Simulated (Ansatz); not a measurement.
Calculated with Ansatz (gas phase, PBE0-D4/def2-TZVP geometries, no zero-point term in ΔE). CCSD(T)/CBS is the MP2 limit (def2-TZVPP, def2-QZVPP) plus CCSD(T) − MP2 in def2-TZVPP, frozen cores. This one scheme is used for every species. Double bonds are as drawn, so ΔE can hold a change between cis and trans. Functionals use def2-TZVPP. One conformer a species, not always the lowest.

Consider the formal exchange of groups at a C–F bond: `FC/C=C/[SiH3]` + SiH₄ → `[SiH3]/C=C/C[SiH3]` + H–F.

`FC/C=C/[SiH3]`:

Z-matrix (Å, degrees):
```
C
C 1 1.487
F 1 1.375 2 112.2
H 1 1.097 2 110.3 3 120.5
H 1 1.097 2 110.3 3 -120.5
C 2 1.330 1 125.3 3 0.0
H 2 1.090 1 113.9 3 -180.0
Si 6 1.854 2 122.8 1 180.0
H 6 1.088 2 117.4 1 -0.0
H 8 1.488 6 108.9 2 0.0
H 8 1.488 6 111.0 2 120.2
H 8 1.488 6 111.0 2 -120.2
```

SiH₄:

```xyz
5

Si    0.000    0.000    0.000
H    -0.791    0.964    0.806
H     1.156   -0.480    0.798
H     0.492    0.670   -1.230
H    -0.857   -1.154   -0.373
```

`[SiH3]/C=C/C[SiH3]`:

Z-matrix (Å, degrees):
```
Si
C 1 1.852
H 1 1.489 2 111.4
H 1 1.489 2 111.3 3 119.5
H 1 1.488 2 108.9 3 -120.2
C 2 1.335 1 122.9 3 120.0
H 2 1.090 1 119.2 3 -60.1
C 6 1.487 2 125.9 1 -177.9
H 6 1.090 2 118.8 1 -0.3
Si 8 1.889 6 110.8 2 102.9
H 8 1.094 6 111.2 2 -17.6
H 8 1.095 6 111.0 2 -137.8
H 10 1.488 8 110.2 6 175.1
H 10 1.487 8 109.8 6 55.2
H 10 1.486 8 109.7 6 -64.6
```

H–F:

```xyz
2

F     0.342   -0.304    0.047
H    -0.342    0.304   -0.047
```

```
          level  ΔE (kJ/mol)
         B2PLYP        -71.3
         r2SCAN        -71.4
CCSD/def2-TZVPP        -76.8
  HF/def2-QZVPP        -52.1
```

Q: What does CCSD(T)/CBS give? (Best estimate.)

A: Ansatz gave: -86.2 kJ/mol. The listed levels differ from it by 14.9, 14.8, 9.4, 34.1 kJ/mol.

Largest T1 diagnostic among the species: 0.012.

The D4 term adds −10.9 kJ/mol with B3LYP and −6.2 kJ/mol with PBE0; it sums over pairs of atoms, weighted by their polarisabilities, and B3LYP, whose exchange is more repulsive, gets the larger term. In def2-TZVPP, CCSD(T) changes the Hartree–Fock value by −28.5 kJ/mol (the triples alone add −3.2 kJ/mol) and MP2 by −42.5 kJ/mol. From PBE to PBE0 (25 % exact exchange), in def2-TZVPP and without D4, ΔE moves by −3.8 kJ/mol.

B3LYP here is the variant with VWN-RPA as its local correlation; programs differ in this.
